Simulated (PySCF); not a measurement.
## Peak assignment

Atom-mapped SMILES (the numbers label the heavy atoms): `[CH:1](=[C:2]1[CH2:3][CH2:4]1)[SiH:5]1[CH2:6][O:7][CH2:8]1`. Each H is labelled by its parent atom. Ha(C6), Ha(C8) are cis to C1 on the ring; Hb(C6), Hb(C8) are trans to C1 on the ring.

PySCF 2.14.0 with density-fitted response routines calculation with GIAO PBE0/pcSseg-1 shieldings and coordinates at the GFN2-xTB level; non-relativistic Hamiltonian, equivalent nuclei averaged, gas phase, one computed conformer.

References, each an isolated molecule treated in the same way: 13C (σref 186.93), 1H (σref 31.72) vs TMS.

Problem. Assign these signals to the numbered atoms. 13C{1H} NMR (computed): δ 155.7 (C), 119.7 (CH), 70.7 (CH2), 6.9 (CH2), 6.1 (CH2).

Solution. 
```tsv
δ (ppm)	atoms	environment	reason
155.7	C2	fully substituted alkene carbon	an sp2 carbon of a C=C bond
119.7	C1	alkene CH	as expected for a trigonal carbon in a double bond
70.7	C6/C8	sp3 CH2 bonded to O and Si	the inductive effect lowers its shielding
6.9	C3	three-membered-ring carbon	carbons of three-membered rings are unusually shielded
6.1	C4	three-membered-ring carbon	–
```

C3 and C4 lie closer than the usual error of such a calculation, so a measured spectrum could show them in the other order.

Problem. Assign these signals to the numbered atoms. 1H NMR (400 MHz, computed): δ 6.94 (d, 1H), 5.70 (m, 1H), 4.75 (m, 2H), 4.70 (m, 2H), 1.16 (m, 2H), 1.09 (m, 2H).

Solution. 
6.94 → H(C1), hydrogen on an alkene CH: olefinic region
5.70 → H(Si5), hydrogen on a silicon bonded to 3 C, in a 4-membered ring
4.75 → Ha(C6)/Ha(C8), hydrogen on an sp3 CH2 bonded to O and Si: its carbon carries O, hence the downfield position
4.70 → Hb(C6)/Hb(C8), hydrogen on an sp3 CH2 bonded to O and Si
1.16 → H(C3), hydrogen on a three-membered-ring carbon: cyclopropane-type protons are shielded by the ring
1.09 → H(C4), hydrogen on a three-membered-ring carbon

Ha(C6)/Ha(C8) and Hb(C6)/Hb(C8); H(C3) and H(C4) lie closer than the usual error of such a calculation, so a measured spectrum could show them in the other order.

Shifts are as computed. Against solution values, carbons near 30 ppm lie about +3 ppm off and those near 130 ppm about +5 ppm. Of 1309 compounds with measured shifts, 239 miss one by over three times the rms of a fit or turn the order of signals round; such compounds aren't used in these exercises. No couplings were computed; multiplicities are counted from neighbouring protons, with m where these are inequivalent, close in shift, in a saturated or five-membered ring or joined by F or P, and br s for small geminal =CH2 splittings.
